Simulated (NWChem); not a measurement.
System: C3H6Si; SMILES C(=C[SiH3])=C

All runs: NWChem. Pople sets run with spherical d functions. The geometry was optimised at B3LYP/6-31G* (spherical d). Level: PBE0/6-31G* with SMD (1 M gas to 1 M solution), gas-phase geometry. Reactions with the solvent are ignored.

| solvent | dielectric constant | solvation free energy (kcal/mol) | cavity-dispersion-structure term (kcal/mol) | dipole in solution (D) |
|---|---|---|---|---|
| water | 78.4 | 1.9 | 4.4 | 0.79 |
| acetone | 20.5 | -2.1 | 0.3 | 0.79 |
| acetonitrile | 35.7 | -1.9 | 0.5 | 0.79 |
| benzene | 2.27 | -2.1 | -0.8 | 0.71 |
| diethyl ether | 4.24 | -2.3 | -0.4 | 0.75 |
| dimethyl sulfoxide | 46.8 | -0.3 | 2.1 | 0.79 |
